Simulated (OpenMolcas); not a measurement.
## Fe⁺: thermal populations, worked from levels

| Item | Value |
| --- | --- |
| Program | OpenMolcas 26.06 |
| Basis | ANO-RCC-VDZ [5s4p2d] |
| Scalar Hamiltonian | DKH2, point nucleus |
| Active space | 7 electrons in 6 orbitals (3d 4s) |
| State averaging | 2S+1 = 6 even, 5 roots; 2S+1 = 4 even, 35 roots; 2S+1 = 2 even, 11 roots |
| Spin-orbit coupling | RASSI with atomic mean-field integrals over the reference wave functions, term energies averaged over their components |

Methods: CASSCF; SS-CASPT2, IPEA 0.25 Eh, imaginary shift 0.1 Eh (closed shells correlated: 3s 3p). Measured levels: NIST Handbook of Basic Atomic Spectroscopic Data.

**Thermal populations.** Z = Σ (2J + 1) exp(-E/kT) with k = 0.695035 cm-1/K, over the levels below. No other level of either list lies under 1820 cm-1, which is above 7 kT at each temperature.

```tsv
Level	2J + 1	SS-CASPT2	measured
3d⁶ 4s ⁶D_9/2	10	0.0	0.0
3d⁶ 4s ⁶D_7/2	8	396	385
3d⁶ 4s ⁶D_5/2	6	688	668
3d⁶ 4s ⁶D_3/2	4	888	863
3d⁶ 4s ⁶D_1/2	2	1005	977
```

| T (K) | Z, SS-CASPT2 | Z, measured levels | Ground level (%), SS-CASPT2 | Ground level (%), measured levels |
| --- | --- | --- | --- | --- |
| 300 | 11.492 | 11.588 | 87.0 | 86.3 |

At 300 K, kT = 209 cm-1, and the computed levels give Z = 10.000 + 1.198 + 0.221 + 0.057 + 0.016 = 11.492.

Term energies are means over components that CASPT2 splits; among the terms shown or strongly mixed into the levels shown the widest spread is 24 cm-1 (3d⁶ 4s ⁶D, SS-CASPT2). No level of 3d⁵ 4s², 3d⁷ was computed, though it lies in the active space. Without dynamic correlation excited terms often stand tens of per cent too high (terms of higher spin than the ground term too low), and those without a measured partner can miss by more than the paired ones (holds for CASSCF). Computed and measured levels are paired by configuration, term and J; levels that our copy of the source lacks, or whose pairing is in doubt (as where it misses far off the trend of its configuration), stay unpaired and out of the deviations. Levels of configurations outside the active space are missing.
